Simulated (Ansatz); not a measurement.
CH2AlFO (`F[CH]1[O][AlH]1`), relaxed with RKS PBE0-D4/def2-TZVP in Ansatz 0.2.0 from a PBE-D4/def2-SVP geometry. The force threshold is 0.005 eV/Å; the program also tests the step.

Total charge 0; spin multiplicity 1.

Start:

```xyz
6

F    -1.105   -1.542   -0.004
C    -0.055   -0.727   -0.353
O    -0.464    0.541   -0.805
Al    0.419    0.828    0.714
H     0.597   -1.292   -1.056
H     0.608    2.191    1.504
```

(1) How much energy does the relaxation release, and in how many steps? (Estimate.)

(2) Which bonds change most? (An estimate is asked.)

(3) Give the relaxed structure. (Best estimate.)

## Answers

(1) The calculation gave: 5.99 kJ/mol, in 8 steps, 2 of them rejected.

(2) The calculation gave: O3–Al4 from 1.780 to 1.723 Å; C2–Al4 from 1.944 to 1.898 Å; C2–H5 from 1.113 to 1.091 Å; Al4–H6 from 1.587 to 1.568 Å.

(3) Ansatz gave: 
```xyz
6

F    -1.085   -1.525    0.015
C    -0.027   -0.720   -0.327
O    -0.466    0.533   -0.835
Al    0.348    0.865    0.646
H     0.590   -1.278   -1.033
H     0.640    2.124    1.534
```
